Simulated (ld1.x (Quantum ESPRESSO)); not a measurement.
aluminium (Al): excitation energies, all-electron against TM

ld1.x (Quantum ESPRESSO) 7.5 input, shortened:

```
&input
   title='Al', zed=13., rel=1, dft='PBE', iswitch=3,
   config='[Ne] 3s1 3p0 3d-2'
 /
 &inputp
   pseudotype=2, tm=.true., lloc=2,
   nlcc=.true., rcore=1.45
 /
3
3S  1  0   1.00   0.00  1.75  1.75  0.0
3P  2  1   0.00   0.00  1.50  1.50  0.0
3D  3  2  -2.00   0.35  1.70  1.70  0.0
 &test
   configts(1)='3s1 3p0'
 /
```

Energies are relative to the spin-unpolarised reference configuration 3s1 3p0; without spin polarisation the order of configurations can differ from experiment.

| valence configuration | charge | ΔE all-electron (eV) | error AE − PS (meV) |
| --- | --- | --- | --- |
| 3s2 3p1 | 0 | -24.987 | +74 |
| 3s0 3p3 | 0 | -14.536 | +26 |
| 3s1 3p1 | +1 | -13.415 | +18 |
| 3s1 3p2 | 0 | -19.847 | +42 |
| 3s2 3p1.3 | -0.3 | -25.561 | +78 |

Question: What are ΔE and the potential's error for 3s2 3p0.5?

Answer: ΔE = -22.901 eV all-electron; the error (AE − PS) is +62 meV.

Question: What are ΔE and the potential's error for 3s2 3p0?

Answer: ΔE = -19.225 eV all-electron; the error (AE − PS) is +45 meV.

Levels in the configuration 3s2 3p0:

```csv
level,all-electron (eV),pseudo (eV)
3s,-14.810,-14.880
```
